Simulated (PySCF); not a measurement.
Worked example: oscillator strength and radiative lifetime

octafluoropropane (C3F8), SMILES FC(F)(F)C(F)(C(F)(F)F)F.

Coordinates come from a PBE-D3(BJ)/def2-SVP optimisation.

TDA-PBE0/def2-SVPD (PySCF 2.14.0) puts the first singlet state with f over 0.02 at 10.08 eV (vertical), with the transition dipole (-0.425, 0.001, 0.000) in atomic units.

Question: Find the oscillator strength, the wavelength and the radiative lifetime that this transition would have in vacuum if emission retraced absorption.

Answer: 
|μ|² = 0.1806 au, so |μ| = 1.08 D. ΔE = 10.08/27.211 = 0.3704 hartree. f = (2/3) ΔE |μ|² = 0.045 (the program prints 0.045).
λ = 1239.84/10.08 = 123 nm; ν = 81301 cm⁻¹.
Einstein's coefficient A = 0.6670 ν² f s⁻¹ (ν in cm⁻¹) = 2.0e8 s⁻¹, so τ = 1/A = 5.1 ns. This state is S2; the lower singlet has f = 0.000. The figure is the radiative limit of this one transition; relaxation, internal conversion, crossing to triplets and a medium change what is measured.
